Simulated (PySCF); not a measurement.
C₅H₁₄OSi₂.
Atom-mapped SMILES: `[CH3:1][CH2:2]/[C:3](=[CH:4]/[SiH3:5])[Si@H:6]([CH3:7])[OH:8]` (hydrogens: H9, H10, H11 on C1; H12, H13 on C2; H14 on C4; H15, H16, H17 on Si5; H18 on Si6; H19, H20, H21 on C7; H22 on O8)

Level of theory: PBE0-D3(BJ)/def2-SVP geometry optimisation, gas phase (PySCF).

Task: What internal coordinates does the optimisation give?

Result: 
```
                     bond  length (Å)   order
                    C1–C2       1.527  single
                    C2–C3       1.510  single
                    C3=C4       1.350  double
                   C4–Si5       1.868  single
                   C3–Si6       1.902  single
                   Si6–C7       1.874  single
                   Si6–O8       1.671  single
    C1–H9, C1–H10, C1–H11       1.101  single
                   C2–H12       1.105  single
                   C2–H13       1.103  single
                   C4–H14       1.103  single
Si5–H15, Si5–H16, Si5–H17       1.496  single
                  Si6–H18       1.491  single
   C7–H19, C7–H20, C7–H21       1.101  single
                   O8–H22       0.962  single
```

Bonds in one row agree within 0.01 Å and their mean is given. Orders are formal, as drawn. A selection of angles:
```
     angle  degrees
  C1–C2–C3    112.2
  C2–C3–C4    120.5
 C2–C3–Si6    115.9
 C4–C3–Si6    123.6
 C3–C4–Si5    128.7
 C3–Si6–C7    109.2
 C3–Si6–O8    112.8
 C7–Si6–O8    113.1
H22–O8–Si6    115.7
```

Torsions: C1–C2–C3–C4 107° (anticlinal); C2–C3–C4–Si5 -177° (antiperiplanar); C2–C3–Si6–C7 -117° (anticlinal); H22–O8–Si6–C3 57° (synclinal).

Si5 (SiH3 silicon) is tetrahedral (angles from 107.4° to 112.2°). The 3 C–C bonds span 1.350 Å (C3=C4, drawn double) to 1.527 Å (C1–C2, drawn single), a spread of 0.177 Å. The C–Si distances run from 1.868 Å (C4–Si5, drawn single) to 1.902 Å (C3–Si6, drawn single), a spread of 0.034 Å. Of the pairs four or more bonds apart, H16···H22 is among the closest relative to their van der Waals radii: 2.06 Å, 86 % of the sum of Bondi's values. Si6 (oxygen-bound silicon) is distorted tetrahedral (angles from 104.5° to 113.1°).

Point group: C1 (no symmetry element, even within 0.4 Å). No PBE0-D3(BJ)/def2-SVP frequencies stand behind this structure, so it isn't proved a minimum. One conformer, not necessarily the lowest (C1–C2–C3–C4 107°, C2–C3–Si6–C7 -117°, C3–Si6–O8–H 57°).
